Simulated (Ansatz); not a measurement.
Geometry optimisation, RKS B3LYP/def2-SVP (Ansatz 0.2.0).

input.yaml

```yaml
crystal:
  periodic: [false, false, false]
  atoms:
    - { symbol: F, position_ang: [-0.0635, 0.8798, 2.338] }
    - { symbol: Si, position_ang: [0.317, 1.3471, 0.7516] }
    - { symbol: "N", position_ang: [1.4009, 0.1155, 0.0367] }
    - { symbol: Al, position_ang: [-0.135, -0.2, -0.8782] }
    - { symbol: Te, position_ang: [-1.7654, -1.6028, -2.4603] }
    - { symbol: H, position_ang: [0.8858, 2.7068, 0.5405] }
    - { symbol: H, position_ang: [1.5591, -0.6559, 0.7509] }
    - { symbol: H, position_ang: [-2.1067, -2.6477, -1.135] }
basis:
  gaussian: { orbitals: def2-SVP }
hamiltonian:
  xc: b3lyp
relax:
  f_tol: 0.02
  max_steps: 50
```

Launched with:

```bash
$ ansatz run input.yaml --threads 2 --pin off --max-ram 3072MiB --backend cpu --events-out ev --progress --plain --runs-dir out
```

Q: Where does it end, and by what steps?

A: The forces met the threshold. After 15 steps the energy has fallen by 1.206 eV; H8 moved furthest, 1.30 Å.

| step | energy less start (eV) | largest force component (eV/Å) | accepted |
| --- | --- | --- | --- |
| 0 | 0.0000 | 1.985 | yes |
| 1 | -0.4691 | 1.215 | yes |
| 2 | -0.7638 | 1.269 | yes |
| 3 | -0.8832 | 3.992 | yes |
| 4 | -1.0425 | 1.058 | yes |
| 5 | -1.0954 | 0.569 | yes |
| 6 | -1.1164 | 0.225 | yes |
| 7 | -1.1446 | 0.109 | yes |
| 8 | -1.1515 | 0.538 | yes |
| 9 | -1.1817 | 0.196 | yes |
| 10 | -1.1971 | 0.142 | yes |
| 11 | -1.2036 | 0.126 | yes |
| 12 | -1.2051 | 0.076 | yes |
| 13 | -1.2056 | 0.111 | yes |
| 14 | -1.2056 | 0.114 | yes |
| 15 | -1.2062 | 0.017 | yes |

```xyz
8
Properties=species:S:1:pos:R:3
F -0.044 1.662 2.329
Si 0.351 1.410 0.760
N 0.765 -0.248 0.356
Al -0.736 -0.078 -0.633
Te -2.115 -1.580 -2.162
H 1.382 2.455 0.499
H 1.536 -0.842 0.659
H -1.048 -2.835 -1.865
```

Whether the end is a true minimum wasn't checked by a vibrational analysis.

The run took 45 s on 2 threads of Intel(R) Xeon(R) Platinum 8488C (Sapphire Rapids) (shared host), peak memory 0.27 GiB.
